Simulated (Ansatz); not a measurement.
`N#[C][AlH][OH]` + CH₃NH₂ → `C[NH][AlH][OH]` + `C#N` at 500 K and 1 bar (ligand exchange at the Al–C bond).

Gas-phase electronic energies from Ansatz, PBE0-D4/def2-TZVP geometries. CCSD(T)/CBS adds triple-zeta CCSD(T) − MP2 to the extrapolated MP2 energy (def2 sets, frozen cores). This one scheme is used for every species. Each species was taken in one conformer, which may not be the lowest.

```csv
species,CCSD(T)/CBS energy (Eh),H − E (kJ/mol),S (J/(mol·K))
`N#[C][AlH][OH]`,-411.19791,110.3,352.6
CH₃NH₂,-95.75281,191.8,270.3
`C[NH][AlH][OH]`,-413.63722,239.9,386.9
`C#N`,-93.32098,60.1,220.8
```

H − E and S are ideal-gas, rigid-rotor, harmonic terms from PBE0-D4/def2-TZVP, for one conformer and one mirror image of each species. 1 Eh = 2625.50 kJ/mol, R = 8.31446 J/(mol·K).

Problem. By hand: ΔE, ΔH, ΔS and ΔG.

Solution. ΔE = (-413.63722) + (-93.32098) − (-411.19791) − (-95.75281) = -0.00748 Eh = -19.6 kJ/mol. Δ(H − E) = 239.9 + 60.1 − 110.3 − 191.8 = -2.1, so ΔH = -21.7 kJ/mol. ΔS = 386.9 + 220.8 − 352.6 − 270.3 = -15.2 J/(mol·K). ΔG = -21.7 − 500 × (-15.2)/1000 = -14.1 kJ/mol.

Problem. By hand: the equilibrium constant, and the temperature at which ΔG would vanish if ΔH and ΔS stayed fixed.

Solution. log₁₀ K = −ΔG/(RT ln 10) = 1.5. ΔG = 0 at ΔH/ΔS = 1428 K, though so small a ΔS makes that figure unsure.

TΔS isn't small against ΔH here. A doubt of 5 kJ/mol in ΔE shifts log₁₀ K by 0.5 here. Other conformers and mirror images would add mixing entropy, several J/(mol·K) or more a flexible species. These are equilibria of isolated gas molecules and say nothing of rates. Largest T1 diagnostic: 0.014 (customary marks: 0.02 for closed shells, 0.045 for open ones).
